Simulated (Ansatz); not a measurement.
Isolated molecules relaxed with PBE0-D4/def2-TZVP in Ansatz; ΔE leaves out vibrations. CCSD(T)/CBS adds triple-zeta CCSD(T) − MP2 to the extrapolated MP2 energy (def2 sets, frozen cores). This one scheme is used for every species. Functionals use def2-TZVPP. For Br outer-core shells are correlated without core-valence functions, which leaves a few kJ/mol of doubt a bond. Scalar relativity is left out up to krypton. Each species was taken in one conformer, which may not be the lowest.

Consider the ligand exchange at the Al–Br bond: `[NH2][Al]([NH2])[Br]` + CH₃OH → `C[O][Al]([NH2])[NH2]` + HBr.

```
               species  PBE0 energy (Eh)
`[NH2][Al]([NH2])[Br]`       -2928.16952
                 CH₃OH        -115.63988
`C[O][Al]([NH2])[NH2]`        -469.33234
                   HBr       -2574.45886
```

(1) Work out ΔE.

Largest T1 diagnostic among the species: 0.010.

Answers

(1) ΔE = (-469.33234) + (-2574.45886) − (-2928.16952) − (-115.63988) = 0.01820 Eh = +47.8 kJ/mol. CCSD(T)/CBS gives +42.5 kJ/mol.

From r2SCAN to r2SCAN0 (25 % exact exchange), in def2-TZVPP and without D4, ΔE moves by +3.0 kJ/mol. Leaving LDA and LC-ωPBE aside and taking each functional with its dispersion term where it has one, the values, not all of them listed here, spread over 15.9 kJ/mol, from BLYP-D4 to PBE-QIDH. LDA lies −6.6 kJ/mol from PBE without D4. At CCSD(T), def2-SVP lies −7.3 kJ/mol from the extrapolated value and def2-TZVPP −3.0 kJ/mol.
